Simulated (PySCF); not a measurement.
# Correlation energy of Ar⁺ (argon, charge +1)

[Ne] 3s2 3p5, 2P determinant. All numbers are calculated (PySCF 2.14, the non-relativistic Hamiltonian (point nucleus), in dyall-av2z (13s9p2d, 50 functions)). Frozen: [Ne]; 7 electrons correlated; the 16 highest virtual orbitals of each spin left out.

MP2 pair energies summed by pair of shells (mhartree):

```tsv
pair	energy	share (%)
3p-3p	-87.12	67.5
3s-3p	-34.47	26.7
3s-3s	-7.53	5.8
```

Total MP2 correlation energy: -129.13 mhartree.

Same-spin part -32.35 and opposite-spin part -96.78 mhartree; SCS-MP2 scales them by 1/3 and 6/5 to -126.92 mhartree.
